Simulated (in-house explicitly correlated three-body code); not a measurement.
Computed with an exponentially correlated three-body code. Model: two electrons around a point charge, non-relativistic, variational in 260 exponentially correlated functions (energies converged to about 1e-7 hartree, or 1e-8 relative for large Z).

Command:
```bash
python run_hyl.py task.json out
```
Settings (lengths in bohr, energies in hartree):
```
Z                      2.5
screening              0.75
interaction_strength   1
functions              260
states_tried           13
```

Time taken, with all properties: 41 s on 1 thread of Intel(R) Xeon(R) Platinum 8488C (Sapphire Rapids), on a shared host.

**Those bound S and P states to n = 4 that converged, binding against the one-electron ion.**

Given: nuclear charge 2.5; Yukawa screening of all interactions 0.75 1/bohr.

Computed: one-electron threshold -1.61024116 hartree.

```
term  energy (hartree)  binding (eV)
1 1S       -2.43533602        22.452
```

**Converged states only, values per electron or pair (inverse distances are <exp(-kr)/r>).**

```
term  mean r (bohr)  mean r squared (bohr²)  mean inverse r (1/bohr)  mean r12 (bohr)  mean inverse r12 (1/bohr)  mean cosine  mean p1 dot p2 (bohr⁻²)  delta r1 (bohr⁻³)  delta r12 (bohr⁻³)
1 1S        0.76983                  0.8299                   1.4831           1.1686                    0.65607    -0.046021                  0.17253             3.3885             0.21874
```

**Static dipole response.**

| state | polarisability (bohr³) |
| --- | --- |
| 1 1S | 0.71288 |
